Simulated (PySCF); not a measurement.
Spectra and structures to be paired. Theory: PySCF, TDDFT PBE0/def2-SVPD, vertical, gas phase, core orbitals frozen in the response. Geometries: GFN2-xTB; one conformer of each isolated species. Triplets are in the Tamm–Dancoff approximation. Ions are computed without counter-ions or solvent.

A. `C#CC/P=C(/C)F`
B. `C=C(C=O)[C@H](C)C(F)F`
C. `FC1P(C2CC2)C=1`
D. `C=C/C(C)=C/OC(F)F`
E. `C=C[C@@H]1C[P@@H+]1P`

Lowest singlet levels (six at most, fewer where fewer were computed) with oscillator strengths:

1. 221 nm (f 0.726); 200 nm (f 0.013); 186 nm (f 0.016); 181 nm (f 0.003); 178 nm (f 0.006); 166 nm (f 0.014); T1 3.16 eV
2. 266 nm (f 0.071); 237 nm (f 0.029); 207 nm (f 0.053); 194 nm (f 0.011); 193 nm (f 0.003); 186 nm (f 0.049); T1 3.60 eV
3. 240 nm (f 0.005); 225 nm (f 0.017); 196 nm (f 0.003); 192 nm (f 0.005); 187 nm (f 0.008); 184 nm (f 0.058); T1 4.18 eV
4. 328 nm (f 0.000); 207 nm (f 0.225); 194 nm (f 0.032); 180 nm (f 0.009); 176 nm (f 0.003); 167 nm (f 0.008); T1 3.23 eV
5. 264 nm (f 0.017); 238 nm (f 0.087); 230 nm (f 0.119); 214 nm (f 0.016); 210 nm (f 0.014); 192 nm (f 0.009); T1 2.70 eV

Question: Match each spectrum to its molecule.

Answer: 1 = D, 2 = E, 3 = C, 4 = B, 5 = A.
- A: S1 at 4.70 eV, HOMO-1→LUMO (71%), HOMO→LUMO (26%); Löwdin shares by element: HOMO carbon 37% or more, phosphorus 34%, fluorine 8% (atoms not listed hold the other 21%); LUMO phosphorus 39%, carbon 39% or more, fluorine 8%; HOMO -6.96 and LUMO -1.45 eV.
- B: S1 at 3.78 eV, HOMO→LUMO (97%); Löwdin shares by element: HOMO oxygen 59%, carbon 25% or more, hydrogen 9% or more; LUMO carbon 66% or more, oxygen 23%; HOMO -7.79 and LUMO -2.01 eV.
- C: S1 at 5.17 eV, HOMO→LUMO (98%); Löwdin shares by element: HOMO carbon 47% or more, phosphorus 40%; LUMO phosphorus 42%, carbon 36% or more, fluorine 8%; HOMO -6.82 and LUMO -0.26 eV.
- D: S1 at 5.62 eV, HOMO→LUMO (96%); Löwdin shares by element: HOMO carbon 75% or more (atoms not listed hold the other 25%); LUMO carbon 76% or more (atoms not listed hold the other 24%); HOMO -6.69 and LUMO -0.89 eV.
- E: S1 at 4.66 eV, HOMO→LUMO (97%); Löwdin shares by element: HOMO carbon 73% or more, phosphorus 10% or more (atoms not listed hold the other 17%); LUMO phosphorus 57%, carbon 12% or more, hydrogen 11% or more (atoms not listed hold the other 21%); HOMO -11.76 and LUMO -6.16 eV.
A and E have S1 within 0.05 eV of each other; their strongest listed levels stand at 5.38 eV (f 0.119) and 4.66 eV (f 0.071).
